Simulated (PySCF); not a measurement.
hydrogen fluoride (HF), SMILES F. Geometry: PBE0-D3(BJ)/def2-TZVPD.

TDDFT-M06-2X/def2-TZVPD (PySCF) puts the lowest singlet excitations at 10.32, 10.32, 13.35, 13.44, 13.44, 13.54 eV.

Q: What are the lowest excitation roots from ADC(2)/aug-cc-pVDZ (PySCF)? (Estimate from the structure and the level; the computed values follow.)

A: 9.60, 9.60, 13.31, 13.31, 13.87, 14.44 eV. S1 differs by -0.72 eV (second minus first; roots are paired by order, and the bases may differ).
